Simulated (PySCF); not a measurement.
C₄H₄ClF, SMILES C1(C[C@@H](F)C=1)Cl. Atoms are numbered in the order given.

```xyz
10

F     -2.3228    -0.2488     1.1555
C     -1.5623    -0.0996     0.0117
C     -0.5243     0.9973     0.0418
C      0.4632     0.1090    -0.1703
Cl     2.1499     0.2635    -0.4634
C     -0.3988    -1.1295    -0.1376
H     -2.2533    -0.0711    -0.8481
H     -0.5789     2.0813     0.1358
H     -0.2783    -1.7545     0.7595
H     -0.3991    -1.7580    -1.0424
```

The structure is a stationary point at TPSSh-D3(BJ)/def2-SVP. The structure was generated by enumeration; whether it is a known compound was not checked.

Computed with PySCF with PBE/def2-TZVP.

```
Quantity                                                                                                       Result
---------------------------------------------------------------------------------------------  ----------------------
total energy                                                                                       -714.45116 hartree
highest occupied level                                                                                       -6.45 eV
lowest empty level                                                                                           -1.49 eV
orbital gap                                                                                                   4.96 eV
dipole moment                                                                                                  1.16 D
quadrupole, principal values (traceless, Buckingham form, about the centre of nuclear charge)   -8.21, 2.90, 5.31 D·Å
mean static polarisability                                                                       59.7 bohr³ (8.84 Å³)
polarisability, principal values                                                               42.8, 56.8, 79.4 bohr³
```
